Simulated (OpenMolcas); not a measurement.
## Ti2+: moving the ligands

Ti2+ with 5 ligands (fluoride) in square pyramidal coordination (C4v) at 2.1 Å, the axial distance 2.016 Å. A charge of +0.6 e stands 2.8 Å behind each ligand. Ligand basis ANO-RCC-VDZP.
```
Ti    0.0000    0.0000    0.0000
F     2.1000    0.0000    0.0000
F     0.0000    2.1000    0.0000
F    -2.1000    0.0000    0.0000
F     0.0000   -2.1000    0.0000
F     0.0000    0.0000    2.0160
```

```
Program             : OpenMolcas 26.06
Method              : CASSCF
Basis               : ANO-RCC-VDZP [5s4p2d1f]
Scalar Hamiltonian  : DKH2, point nucleus
Active space        : 2 electrons in 5 orbitals (3d)
State averaging     : 2S+1 = 3 even, 10 roots; 2S+1 = 1 even, 15 roots
Spin-orbit coupling : state interaction with AMFI integrals over the reference wave functions
```

Runs around this geometry, states. Energies in cm-1 above the lowest state or level, χT in cm3 K/mol.

| R (Å) | Axial / equatorial distance | Ground state | First state of that spin | First gap with spin-orbit (degeneracies) | χT at 300 K | First state of another spin |
| --- | --- | --- | --- | --- | --- | --- |
| 2.1 | 0.96 | 2S+1 = 3 | 790.4 | 15.2 (1, 2) | 1.087 | 2S+1 = 1: 8474 |
| 2.2 | 0.96 | 2S+1 = 3 | 853.8 | 14.9 (1, 2) | 1.088 | 2S+1 = 1: 9388 |
| 2.1 | 1.008 | 2S+1 = 3 | 702.2 | 18.2 (1, 2) | 1.104 | 2S+1 = 1: 8527 |

Without dynamic correlation the repulsion within the d shell is too large (B by tens of per cent), so at a given field states of lower spin stand too high. Ligand-to-metal charge-transfer states are missing. With no ligand orbital active B as a rule stays too high, so bands that hang on it stand too high and its fall with covalency is understated. With metal d orbitals alone and no dynamic correlation the field as a rule comes out too small, by tens of per cent, by up to half for chloride and softer ligands. The least metal-like active orbital is 68 % on the metal (Löwdin) and no ligand orbital is active, so the numbers are rough (holds for R = 2.1, ratio = 0.96). The least metal-like active orbital is 79 % on the metal (Löwdin) and no ligand orbital is active, so the numbers are rough (holds for R = 2.2, ratio = 0.96). The least metal-like active orbital is 72 % on the metal (Löwdin) and no ligand orbital is active, so the numbers are rough (holds for R = 2.1, ratio = 1.008). No measured value stands beside these numbers; the geometry was imposed, not optimised, and the real ion may take another.

A state without a sure symmetry label is named by its multiplicity alone.
